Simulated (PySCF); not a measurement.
## Static response to an electric field

Compound: C4H2N4.
Atom-mapped SMILES: `[N:1]#[C:2][c:3]1[cH:4][cH:5][n:6][n:7][n:8]1` (hydrogens: H9 on C4; H10 on C5)

Structure used (GFN2-xTB), in Å, numbered top down from 1:
```xyz
10
C4H2N4 angstrom
N      3.2842    0.1795   -0.0173
C      2.1608   -0.0374   -0.0085
C      0.7556   -0.2568    0.0016
C     -0.1435    0.8125   -0.0216
C     -1.4805    0.4374   -0.0072
N     -1.8377   -0.8392    0.0221
N     -0.9413   -1.7674    0.0411
N      0.3159   -1.5207    0.0341
H      0.1826    1.8402   -0.0476
H     -2.2872    1.1566   -0.0192
```

Level: B3LYP/def2-SVPD (PySCF), static field, nuclei fixed, core orbitals frozen in the response. The polarisability tensor in these axes (au):

```
x   98.76  4.00 -0.28
y    4.00 67.22 -0.66
z   -0.28 -0.66 39.84
```

**Question.** Give the principal values, the mean and the anisotropy Δα = √{½[(α1 − α2)² + (α2 − α3)² + (α1 − α3)²]}.

**Answer.** Principal values 39.82, 66.73 and 99.26 au; mean 68.60 au = 10.17 Å³ = 11.31 × 10⁻⁴⁰ C²·m²/J; Δα = 51.55 au (75 % of the mean).

**Question.** What is the dipole moment, and where does it point?

**Answer.** (-2.18, 4.19, -0.09) D, 4.72 D in size, pointing from the negative to the positive side. Measured along this direction, the outermost atoms are N8 at the negative end and H10 at the positive end.

**Question.** Along which axes do the principal values lie, and how far do the nuclei extend along each?

**Answer.** Largest value along (0.99, 0.12, -0.01), where the nuclei span 5.41 Å; middle along (-0.12, 0.99, -0.02), 3.44 Å; least along (0.00, 0.02, 1.00), 0.00 Å. The response follows the extents in order.

**Question.** Refractivity n − 1 of an ideal gas of it at 273.15 K and 1 atm, from the electronic α?

**Answer.** N = p/kT = 2.6868 × 10¹⁹ cm⁻³, so n − 1 = 2π × N × 10.17 × 10⁻²⁴ cm³ = 1716 × 10⁻⁶ at long wavelengths, for an ideal gas.

**Question.** What are the principal values of the traceless quadrupole moment, Θ = ½Σq(3rr − r²1), about the centre of nuclear charge?

**Answer.** -17.96, 8.17, 9.79 D·Å. The values depend on the origin, since the dipole doesn't vanish. The electronic extent ⟨r²⟩ about the same centre is 826 bohr², a root-mean-square distance of 2.07 Å for the 54 electrons.

**Question.** Find the Langevin capture rate constant for NH4+ (18.034 u) meeting this molecule (106.028 u), k = 2.342 × 10⁻⁹ cm³/s × √(α in Å³ / reduced mass in u).

**Answer.** The reduced mass is 15.41 u, so k = 1.90 × 10⁻⁹ cm³/s. The formula leaves out the permanent dipole, which adds to the capture rate.

Geometry: GFN2-xTB; no solvent, vibrations or thermal averaging.

These values come from a run that also computed excited states. On one thread, Arm Neoverse V1 (aarch64), shared host with 32 logical CPUs at a one-minute load of 26, this took 23 s wall and 0.70 GiB of memory at its peak.
